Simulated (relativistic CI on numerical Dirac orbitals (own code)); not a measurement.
**Sensitivity of the levels of Pb10+ to α and to the nuclear radius**

Method of calculation: Dirac-Coulomb-Breit CI, orbitals from a KLI potential per configuration, derivatives by finite differences, unscaled Slater integrals, QED left out (own radial code, finite nucleus).

Configuration list (outside the closed core [Kr] 4d10 4f14): 5s2 5p6 5d4, 5s2 5p6 5d3 6s, 5s2 5p6 5d3 5f, 5s2 5p5 5d5, 5s2 5p6 5d2 6s2, 5s 5p6 5d5, 5s2 5p6 5d3 6d, 5s2 5p6 5d2 6p2. Levels of other configurations are missing.

With x = (α/α₀)² − 1 an excitation energy changes as ω = ω₀ + qx; K = 2q/ω₀ is the relative enhancement. Terms are leading LS components, so labels can repeat. The field-shift factor is F = δν/δ⟨r²⟩ for the transition from the lowest level.

Lowest level 5s2 5p6 5d4 5D_0.

```tsv
Level	ω₀ (cm⁻¹)	q (cm⁻¹)	K	F (GHz/fm²)
5s2 5p6 5d4 5D_1	16197.0	25190	3.11	1.84
5s2 5p6 5d4 5D_2	26900.2	35650	2.65	2.54
5s2 5p6 5d4 5D_3	33156.8	37080	2.24	2.7
5s2 5p6 5d4 5D_4	33801.7	28120	1.66	2.3
5s2 5p6 5d4 5D_0	47327.6	45640	1.93	3.78
5s2 5p6 5d4 3H_4	50519.9	48110	1.9	4
5s2 5p6 5d4 3G_3	55588.2	42730	1.54	3.68
5s2 5p6 5d4 3F_2	56298.2	38700	1.37	4.38
5s2 5p6 5d4 3H_5	60643.0	48290	1.59	4.37
5s2 5p6 5d4 3P_1	61753.2	50100	1.62	5.34
5s2 5p6 5d4 3H_6	65242.9	49400	1.51	4.67
5s2 5p6 5d4 3G_4	69830.0	50660	1.45	4.15
5s2 5p6 5d4 3D_2	70934.6	50000	1.41	4.81
5s2 5p6 5d4 3D_3	72108.0	46510	1.29	3.89
5s2 5p6 5d4 3F_4	78621.8	68730	1.75	5.97
5s2 5p6 5d4 3F_3	84814.7	71230	1.68	6.26
5s2 5p6 5d4 1D_2	85313.4	55310	1.3	6.89
5s2 5p6 5d4 3G_5	90825.1	75310	1.66	6.59
5s2 5p6 5d4 3D_1	91337.5	71120	1.56	5.77
5s2 5p6 5d4 1I_6	93857.6	73900	1.57	6.9
5s2 5p6 5d4 3F_4	97743.6	57450	1.18	5.38
5s2 5p6 5d4 3P_2	100455.6	64020	1.27	6.85
5s2 5p6 5d4 1S_0	101768.7	72350	1.42	5.87
```

At this charge energies of transitions that change n are usually good to better than 1 %, and those within a shell (Δn = 0) to a few per cent. Terms inside the open d or f shell come out 10 to 20 % too wide with unscaled integrals. Levels and lines within the n = 5 or 6 shells can be off by up to 10 % or somewhat more, and those that change n by about 2 %, since core polarisation is missing.
